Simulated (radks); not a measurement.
Results of a calculation; reference values are marked as such.
Al, 13 electrons, occupied as [Ne] 3s2 3p1. Level of theory: scalar-relativistic Kohn-Sham, exchange-only LDA, spin-polarised, spherical densities, point nucleus; open shells are filled with parallel spins first (a radial shooting solver on a logarithmic mesh with Libxc functionals).

Unscreened Slater integrals over Kohn-Sham orbitals (hartree). They are taken over the spin-up orbitals. Empty in this configuration: 4s.

integral,value
"F0(3p,3p)",0.25560
"F2(3p,3p)",0.12492
"F0(3p,3s)",0.29312
"G1(3p,3s)",0.17848
"F0(3p,2p)",0.35674
"F2(3p,2p)",0.041175
"G0(3p,2p)",0.016175
"G2(3p,2p)",0.015123
"F0(3p,2s)",0.35516
"G1(3p,2s)",0.012676
"F0(3p,4s)",0.11556
"G1(3p,4s)",0.012552
"F0(3s,3s)",0.35211
"F0(3s,2p)",0.47381
"G1(3s,2p)",0.028901
"F0(3s,2s)",0.47205
"G0(3s,2s)",0.022800
"F0(3s,4s)",0.11886
"G0(3s,4s)",0.0051522
"F0(2p,2p)",1.5241
"F2(2p,2p)",0.69240
"F0(2p,2s)",1.4733
"G1(2p,2s)",0.88056
"F0(2p,4s)",0.12607
"G1(2p,4s)",0.0018793
"F0(2s,2s)",1.4423
"F0(2s,4s)",0.12595
"G0(2s,4s)",0.0014762
"F0(4s,4s)",0.088188

Derived for the open shells (J is the average intra-shell exchange parameter used in DFT+U). 3p: J = F2/5 = 0.02498 hartree.
